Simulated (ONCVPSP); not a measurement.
## boron (B): excitation energies, all-electron against ONCV

ONCVPSP 4.0.1 input, shortened (lines: element, Z, core and valence counts, functional; n l f; lmax; l rc ep ncon nbas qcut; lloc lpopt rc5 dvloc0; l nproj debl; icmod fcfact rcfact), PW91, scalar-relativistic:

```
  B 5.00    1    2  -109134      upf
    1    0    2.00
    2    0    2.00
    2    1    1.00
    1
    0    1.50    0.00    4    7    3.90
    1    3.45    0.00    5    8    3.80
    0    5    1.50    0.00
    0    0    0.80
    1    2    1.80
    3    1.75    1.35
```

Energies are relative to the spin-unpolarised reference configuration 2s2 2p1; without spin polarisation the order of configurations can differ from experiment.

```csv
valence configuration,charge,ΔE all-electron (eV),error AE − PS (meV)
2s2 2p0,+1,8.268,+129
2s2 2p0.5,+0.5,2.911,+20
```

Problem. What are ΔE and the potential's error for 2s1 2p0?

Solution. ΔE = 33.736 eV all-electron; the error (AE − PS) is +389 meV.

Problem. What are ΔE and the potential's error for 2s1 2p1?

Solution. ΔE = 14.407 eV all-electron; the error (AE − PS) is -53 meV.

Levels in the configuration 2s2 2p0.5:

| level | all-electron (eV) | pseudo (eV) |
| --- | --- | --- |
| 2s | -14.175 | -14.123 |
| 2p | -8.137 | -8.035 |
